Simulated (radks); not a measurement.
Results of a calculation; reference values are marked as such.
The nuclear charge of neutral mercury is varied continuously with 80 electrons held in [Hg]. Code: a radial shooting solver on a logarithmic mesh with Libxc functionals. Model: scalar-relativistic Kohn-Sham, r2SCAN, spin-polarised, spherical densities, finite nucleus; meta-GGA in the generalised Kohn-Sham scheme; Fermi nuclear charge, rms radius 5.4648 fm. By the Hellmann-Feynman theorem dE/dZ = E(electron-nucleus)/Z, the electronic potential at the nucleus (averaged over a nucleus of fixed radius). The scalar-relativistic energy here is not variational (the density holds large components alone), so the two differ by a part that grows with Z.

[
 {"Z": "79.75", "E (hartree)": "-19466.4989", "E(electron-nucleus)/Z (hartree)": "-607.875", "HOMO": "6s", "e(HOMO) (eV)": "-4.959", "<r> HOMO (bohr)": "2.774"},
 {"Z": "80", "E (hartree)": "-19620.2429", "E(electron-nucleus)/Z (hartree)": "-610.865", "HOMO": "6s", "e(HOMO) (eV)": "-7.038", "<r> HOMO (bohr)": "2.672"},
 {"Z": "80.25", "E (hartree)": "-19774.7520", "E(electron-nucleus)/Z (hartree)": "-613.858", "HOMO": "6s", "e(HOMO) (eV)": "-9.244", "<r> HOMO (bohr)": "2.584"},
 {"Z": "80.5", "E (hartree)": "-19930.0272", "E(electron-nucleus)/Z (hartree)": "-616.854", "HOMO": "6s", "e(HOMO) (eV)": "-11.567", "<r> HOMO (bohr)": "2.506"},
 {"Z": "80.75", "E (hartree)": "-20086.0695", "E(electron-nucleus)/Z (hartree)": "-619.855", "HOMO": "6s", "e(HOMO) (eV)": "-14.000", "<r> HOMO (bohr)": "2.436"},
 {"Z": "81", "E (hartree)": "-20242.8802", "E(electron-nucleus)/Z (hartree)": "-622.860", "HOMO": "6s", "e(HOMO) (eV)": "-16.537", "<r> HOMO (bohr)": "2.372"}
]

The central difference of E at Z = 80 is -616.506 hartree, to compare with the third column; the second derivative is -12.2 hartree.
